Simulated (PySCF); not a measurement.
Structure problem from calculated spectra and properties.

Formula: C5H10F2.

* NMR, other nuclei: isotropic shieldings of nuclei other than C and H, by class: 298 (2 F) ppm [GIAO B97-2/pcSseg-2]
* 13C NMR: chemical shifts (computed TMS as zero) by class: 132.8 (1 C), 33.6 (2 C), 9.2 (2 C) ppm [GIAO B97-2/pcSseg-2]
* 1H NMR: chemical shifts (computed TMS as zero) by class: 1.75 (4 H), 1.04 (6 H) ppm [GIAO B97-2/pcSseg-2]
* Rotational structure: rotational constants A, B, C: 3.686, 1.925, 1.708 GHz [PBE0-D3(BJ)/def2-TZVP]
* Dipole: 2.30 D [B97-2/pcSseg-2]

Electronic properties: PySCF, gas phase, density fitting. Levels stand in brackets. Geometry: PBE0-D3(BJ)/def2-TZVP, one conformer, isolated molecule. NMR values are class means; diastereotopic atoms form classes of their own.

Task: Give a SMILES that accounts for the data.

Result: Numbering: `[CH3:1][CH2:2][C:3]([F:4])([F:5])[CH2:6][CH3:7]`. Its formula, C5H10F2, gives 0 degrees of unsaturation, so no ring and no π bond. 5 carbons fall into 3 classes; from least to most shielded: CF2 carbon [C3] (132.8 ppm), chain CH2 carbon [C2/C6] (33.6 ppm, 2 C, up to 3.9 ppm apart in this geometry), methyl carbon [C1/C7] (9.2 ppm, 2 C, up to 3.2 ppm apart in this geometry). Hydrogen classes from least to most shielded: 4 H on 2 chain CH2 carbons, C2/C6 (1.75 ppm, a mean of values up to 0.5 ppm apart in this geometry), 6 H on 2 methyl carbons, C1/C7 (1.04 ppm). The other shieldings belong to: 298 ppm, fluorine of a CF2 group [F4/F5]. The optimised geometry has point group C1 and is an asymmetric top. Structure: (CH3CH2)2CF2, `CCC(F)(F)CC`. Computed isomers that give other values at the same levels: `CC(C)(C)C(F)F` (13C chemical shifts (computed TMS as zero) by class: 129.7 (1 C), 39.2 (1 C), 25.1 (3 C) ppm). The assignments are read from this structure; whether some other isomer fits the data as well wasn't checked.

Conformer computed: `[CH3:1][CH2:2][C:3]([F:4])([F:5])[CH2:6][CH3:7]`: C1–C2–C3–F4 58°, C2–C3–C6–C7 62°.
